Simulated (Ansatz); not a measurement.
Computed with Ansatz on PBE0-D4/def2-TZVP structures; ΔE is electronic, products minus reactants. CCSD(T)/CBS is the MP2 limit (def2-TZVPP, def2-QZVPP) plus CCSD(T) − MP2 in def2-TZVPP, frozen cores. This one scheme is used for every species. DFT in def2-TZVPP. For Ge outer-core shells are correlated without core-valence functions, which leaves a few kJ/mol of doubt a bond. Scalar relativity is left out up to krypton. Each species was taken in one conformer, which may not be the lowest.

Reaction (cleavage of the Ge–Al bond): `[AlH2][GeH3]` + `C[SiH2]N` → `C[SiH2][NH][GeH3]` + `[AlH3]`

CCSD(T)/CBS gives +0.20 eV.

(1) Another level gave +0.40 eV. Which?
A. r2SCAN0/def2-TZVPP
B. BLYP-D4/def2-TZVPP
C. BHLYP-D4/def2-TZVPP
D. PBE/def2-TZVPP

Largest T1 diagnostic among the species: 0.012.

Results:

(1) D. PBE 0.40, r2SCAN0 0.29, BLYP-D4 0.23, BHLYP-D4 0.16 eV.

The D4 term adds −0.07 eV with B3LYP and −0.04 eV with PBE0; it sums over pairs of atoms, weighted by their polarisabilities, and B3LYP, whose exchange is more repulsive, gets the larger term. From BLYP to BHLYP (50 % exact exchange), in def2-TZVPP and without D4, ΔE moves by −0.11 eV. At CCSD(T), def2-SVP lies −0.12 eV from the extrapolated value and def2-TZVPP −0.04 eV.

B3LYP here is the variant with VWN-RPA as its local correlation; programs differ in this.
